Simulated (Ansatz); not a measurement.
Na2F2 (the lowest singlet isomer of a short search). Charge 0, multiplicity 1. Geometry PBE0-D4/def2-TZVP, basis def2-TZVP, Ansatz.

```csv
atom,x (Å),y (Å),z (Å)
Na1,0.1788,-0.4788,-1.3216
Na2,-0.1786,0.4786,1.3217
F3,-1.1757,-0.9300,0.1779
F4,1.1755,0.9302,-0.1781
```

```csv
run,HOMO (eV),LUMO (eV)
A,-10.18,0.44
B,-5.71,-1.22
C,-6.04,-0.54
D,-7.89,-0.25
E,-6.00,-1.14
F,-7.61,-0.65
```

The structure comes from a short search, and lower isomers may exist.

Problem. The runs used LDA (SPW92), PBE, PBE0, r2SCAN, r2SCAN0, ωB97X-V. Estimate which is which.

Solution. A ωB97X-V (range-separated); B PBE (0 % exact exchange); C r2SCAN (0 % exact exchange); D r2SCAN0 (25 % exact exchange); E LDA (SPW92) (0 % exact exchange); F PBE0 (25 % exact exchange). Exact exchange lowers occupied and raises empty levels; among semilocal functionals meta-GGAs tend to open the gap a little, and such runs are hard to tell apart. The gap grows from 4.49 eV (PBE) to 10.63 eV (ωB97X-V).
